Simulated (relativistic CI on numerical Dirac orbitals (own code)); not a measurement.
## Au32+: computed level list

Method of calculation: Dirac-Coulomb-Breit CI, KLI orbitals optimised for each configuration, model QED (radiative potential, 1s self-energy scaled to tabulated hydrogen-like ionisation energies), unscaled Slater integrals (own radial code, finite nucleus).

Configuration list (outside the closed core [Ar] 3d10): 4s²4p⁶4d¹⁰4f, 4s²4p⁶4d⁹4f², 4s²4p⁶4d¹⁰5s, 4s²4p⁶4d¹⁰5p, 4s²4p⁵4d¹⁰4f², 4s²4p⁶4d¹⁰5d, 4s4p⁶4d¹⁰4f², 4s²4p⁶4d⁹4f5s, 4s²4p⁶4d¹⁰5f, 4s²4p⁶4d⁹4f5p, 4s²4p⁶4d¹⁰5g, 4s²4p⁶4d¹⁰6s, 4s²4p⁶4d¹⁰6p, 4s²4p⁶4d¹⁰6d, 4s²4p⁵4d¹⁰4f5s, 4s²4p⁶4d¹⁰6f, 4s²4p⁶4d⁹4f5f, 4s²4p⁶4d¹⁰7s, 4s4p⁶4d¹⁰5s², 4s²4p⁶4d¹⁰7d, 4s²4p⁶4d⁹4f6p. Double excitations out of closed p, d and f shells are left out; levels of such configurations are missing from the list, as are those of other unlisted configurations, and high levels can miss mixing partners.

The lowest level is 4s²4p⁶4d¹⁰4f ²F°5/2, with 100 % of that term; Hund's rules for 4s²4p⁶4d¹⁰4f give ²F° with J = 5/2, in agreement.

```tsv
No.	Configuration	Term	J	E (cm⁻¹)	%	Next component (%)	Landé g	jj configuration (%)
1	4s²4p⁶4d¹⁰4f	²F°	5/2	0	100		0.853	4f5/2 (100)
2	4s²4p⁶4d¹⁰4f	²F°	7/2	46570	100		1.139	4f7/2 (100)
3	4s²4p⁶4d¹⁰5s	²S	1/2	1714717	99	1 4s²4p⁶4d⁹4f5p ²S	1.999	5s (99)
4	4s²4p⁶4d⁹4f²	⁴F	3/2	1745640	92	5 ²D	0.438	4d5/2^5 4f5/2^2 (83)
5	4s²4p⁶4d⁹4f²	⁴F	5/2	1750564	57	23 ⁴G	0.940	4d5/2^5 4f5/2^2 (87)
6	4s²4p⁶4d⁹4f²	⁴G	7/2	1769591	39	33 ⁴F	1.057	4d5/2^5 4f5/2^2 (74)
7	4s²4p⁶4d⁹4f²	²K	13/2	1792330	43	40 ⁴K	0.968	4d5/2^5 4f5/2^2 (96)
8	4s²4p⁶4d⁹4f²	⁴F	7/2	1796217	28	26 ²G	1.148	4d5/2^5 4f5/2 4f7/2 (80)
9	4s²4p⁶4d⁹4f²	⁴H	9/2	1797974	35	34 ⁴G	1.054	4d5/2^5 4f5/2^2 (66)
10	4s²4p⁶4d⁹4f²	⁴D	5/2	1800457	31	23 ⁴G	1.059	4d5/2^5 4f5/2^2 (83)
11	4s²4p⁶4d⁹4f²	⁴F	9/2	1808339	55	23 ²G	1.207	4d5/2^5 4f5/2 4f7/2 (58)
12	4s²4p⁶4d⁹4f²	⁴I	11/2	1813621	34	18 ²H	0.979	4d5/2^5 4f5/2^2 (89)
13	4s²4p⁶4d⁹4f²	⁴D	3/2	1816017	53	19 ⁴F	1.091	4d5/2^5 4f5/2^2 (69)
14	4s²4p⁶4d⁹4f²	²F	5/2	1816972	39	31 ⁴F	0.922	4d5/2^5 4f5/2 4f7/2 (78)
15	4s²4p⁶4d⁹4f²	⁴K	15/2	1820093	75	21 ²K	1.086	4d5/2^5 4f5/2 4f7/2 (99)
16	4s²4p⁶4d⁹4f²	⁴G	7/2	1823333	33	26 ⁴F	1.107	4d5/2^5 4f5/2 4f7/2 (50)
17	4s²4p⁶4d⁹4f²	⁴D	7/2	1829771	26	23 ²F	1.087	4d5/2^5 4f5/2 4f7/2 (70)
18	4s²4p⁶4d⁹4f²	⁴G	11/2	1830595	46	39 ⁴H	1.174	4d5/2^5 4f5/2 4f7/2 (85)
19	4s²4p⁶4d⁹4f²	⁴D	1/2	1831254	47	44 ⁴P	1.267	4d5/2^5 4f5/2^2 (64)
20	4s²4p⁶4d⁹4f²	⁴H	13/2	1839706	55	24 ²I	1.157	4d5/2^5 4f5/2 4f7/2 (90)
21	4s²4p⁶4d⁹4f²	⁴K	17/2	1839985	83	17 ²L	1.153	4d5/2^5 4f5/2 4f7/2 (53)
22	4s²4p⁶4d⁹4f²	⁴D	5/2	1845790	32	31 ²F	1.063	4d5/2^5 4f5/2 4f7/2 (89)
23	4s²4p⁶4d⁹4f²	⁴G	9/2	1846645	46	20 ⁴H	1.083	4d5/2^5 4f5/2^2 (50)
24	4s²4p⁶4d⁹4f²	²H	9/2	1851557	49	19 ²G	0.990	4d5/2^5 4f5/2 4f7/2 (84)
25	4s²4p⁶4d⁹4f²	⁴I	13/2	1860074	43	26 ²K	1.057	4d5/2^5 4f5/2 4f7/2 (99)
26	4s²4p⁶4d⁹4f²	²H	11/2	1860154	26	24 ⁴G	1.062	4d5/2^5 4f5/2 4f7/2 (93)
27	4s²4p⁶4d⁹4f²	²D	3/2	1862271	69	18 ⁴P	0.994	4d5/2^5 4f5/2 4f7/2 (78)
28	4s²4p⁶4d⁹4f²	²H	9/2	1863577	36	17 ⁴G	1.027	4d5/2^5 4f5/2 4f7/2 (57)
29	4s²4p⁶4d⁹4f²	²F	7/2	1864098	32	31 ²G	1.094	4d5/2^5 4f5/2 4f7/2 (40)
30	4s²4p⁶4d⁹4f²	⁴P	1/2	1865927	41	31 ⁴D	1.314	4d5/2^5 4f5/2 4f7/2 (81)
31	4s²4p⁶4d⁹4f²	²D	5/2	1881575	24	24 ⁴F	1.065	4d5/2^5 4f5/2 4f7/2 (56)
32	4s²4p⁶4d⁹4f²	⁴G	11/2	1883201	46	37 ⁴H	1.182	4d5/2^5 4f5/2 4f7/2 (68)
33	4s²4p⁶4d⁹4f²	²F	7/2	1883542	56	20 ²G	1.094	4d5/2^5 4f7/2^2 (55)
34	4s²4p⁶4d⁹4f²	²D	3/2	1883792	37	26 ⁴F	0.984	4d5/2^5 4f5/2 4f7/2 (79)
35	4s²4p⁶4d⁹4f²	²L	17/2	1883878	83	17 ⁴K	1.075	4d5/2^5 4f7/2^2 (53)
36	4s²4p⁶4d⁹4f²	²I	13/2	1886166	58	36 ⁴H	1.122	4d5/2^5 4f7/2^2 (84)
37	4s²4p⁶4d⁹4f²	⁴I	15/2	1888574	77	22 ²K	1.163	4d5/2^5 4f7/2^2 (69)
38	4s²4p⁶4d⁹4f²	²G	9/2	1892690	52	24 ²H	1.062	4d5/2^5 4f5/2 4f7/2 (75)
39	4s²4p⁶4d⁹4f²	²H	11/2	1899349	56	23 ⁴G	1.102	4d5/2^5 4f7/2^2 (83)
40	4s²4p⁶4d⁹4f²	⁴D	7/2	1900250	30	30 ²G	1.105	4d5/2^5 4f5/2 4f7/2 (93)
41	4s²4p⁶4d⁹4f²	²G	9/2	1907970	34	26 ⁴F	1.116	4d5/2^5 4f7/2^2 (62)
42	4s²4p⁶4d⁹4f²	²H	11/2	1908740	38	20 ⁴G	1.083	4d5/2^5 4f5/2 4f7/2 (49)
43	4s²4p⁶4d⁹4f²	²D	5/2	1908953	39	29 ²F	1.160	4d5/2^5 4f7/2^2 (59)
44	4s²4p⁶4d⁹4f²	⁴G	5/2	1913470	27	24 ²F	0.983	4d5/2^5 4f5/2 4f7/2 (41)
45	4s²4p⁶4d⁹4f²	²P	3/2	1915980	33	26 ²D	1.256	4d5/2^5 4f7/2^2 (81)
46	4s²4p⁶4d⁹4f²	⁴F	7/2	1919690	26	21 ²G	1.011	4d5/2^5 4f5/2 4f7/2 (44)
47	4s²4p⁶4d⁹4f²	⁴H	13/2	1924228	55	34 ²I	1.148	4d5/2^5 4f5/2 4f7/2 (55)
48	4s²4p⁶4d⁹4f²	²G	9/2	1933311	48	33 ⁴F	1.146	4d5/2^5 4f5/2 4f7/2 (81)
49	4s²4p⁶4d⁹4f²	²F	7/2	1937352	30	30 ⁴H	1.008	4d5/2^5 4f5/2 4f7/2 (60)
50	4s²4p⁶4d⁹4f²	²P	3/2	1937402	33	22 ⁴D	1.095	4d5/2^5 4f5/2 4f7/2 (76)
51	4s²4p⁶4d⁹4f²	⁴P	5/2	1939568	42	25 ²D	1.277	4d5/2^5 4f5/2 4f7/2 (43)
52	4s²4p⁶4d⁹4f²	²K	15/2	1947329	63	34 ²L	1.025	4d5/2^5 4f5/2 4f7/2 (65)
53	4s²4p⁶4d⁹4f²	²S	1/2	1948144	41	39 ²P	1.414	4d5/2^5 4f5/2 4f7/2 (58)
54	4s²4p⁶4d⁹4f²	²F	5/2	1951157	45	21 ⁴F	0.991	4d5/2^5 4f5/2 4f7/2 (74)
55	4s²4p⁶4d⁹4f²	²H	11/2	1954945	51	39 ²I	1.004	4d5/2^5 4f5/2 4f7/2 (66)
56	4s²4p⁶4d⁹4f²	²P	3/2	1959937	31	26 ⁴D	0.961	4d5/2^5 4f5/2 4f7/2 (42)
57	4s²4p⁶4d⁹4f²	⁴F	7/2	1960055	29	24 ⁴G	1.084	4d3/2^3 4d5/2^6 4f5/2 4f7/2 (40)
58	4s²4p⁶4d⁹4f²	⁴F	9/2	1968116	35	26 ²H	1.106	4d5/2^5 4f7/2^2 (57)
59	4s²4p⁶4d⁹4f²	⁴K	11/2	1970308	53	35 ²I	0.852	4d3/2^3 4d5/2^6 4f5/2^2 (82)
60	4s²4p⁶4d⁹4f²	²F	7/2	1978437	38	26 ⁴F	1.125	4d5/2^5 4f7/2^2 (74)
61	4s²4p⁶4d⁹4f²	⁴F	9/2	1982570	52	26 ²G	1.179	4d5/2^5 4f7/2^2 (83)
62	4s²4p⁶4d⁹4f²	²I	13/2	1984134	52	27 ²K	1.062	4d5/2^5 4f7/2^2 (59)
63	4s²4p⁶4d⁹4f²	²F	5/2	1994306	29	20 ²D	1.086	4d3/2^3 4d5/2^6 4f5/2^2 (48)
64	4s²4p⁶4d⁹4f²	²P	1/2	1997478	47	35 ⁴D	0.735	4d5/2^5 4f7/2^2 (74)
65	4s²4p⁶4d⁹4f²	²F	5/2	1997724	45	30 ⁴P	1.123	4d3/2^3 4d5/2^6 4f5/2 4f7/2 (31)
66	4s²4p⁶4d⁹4f²	⁴P	3/2	2006336	35	33 ²D	1.257	4d5/2^5 4f7/2^2 (73)
67	4s²4p⁶4d⁹4f²	²H	9/2	2010143	52	29 ⁴I	0.885	4d3/2^3 4d5/2^6 4f5/2^2 (79)
68	4s²4p⁶4d⁹4f²	²F	7/2	2015206	32	18 ²G	1.037	4d3/2^3 4d5/2^6 4f5/2 4f7/2 (84)
69	4s²4p⁶4d⁹4f²	⁴K	13/2	2016117	47	29 ²K	0.984	4d3/2^3 4d5/2^6 4f5/2 4f7/2 (93)
70	4s²4p⁶4d⁹4f²	⁴H	9/2	2021009	37	19 ⁴I	0.970	4d3/2^3 4d5/2^6 4f5/2 4f7/2 (78)
```

Energies count from the lowest computed level; ° marks odd parity. Filled j subshells are mostly left out of the jj labels.

The mean weight of the leading LS term, summed over parents, in these 70 levels is 47 %, and that of the leading jj configuration (from the same eigenvectors) 71 %, so jj coupling describes them better and the LS labels are nominal.

At this charge energies of transitions that change n are usually good to better than 1 %, and those within a shell (Δn = 0) to a few per cent.

LS names give the leading component of a level, which can be under half, so a name can repeat, a term be missing and a line seem to break the LS rules.
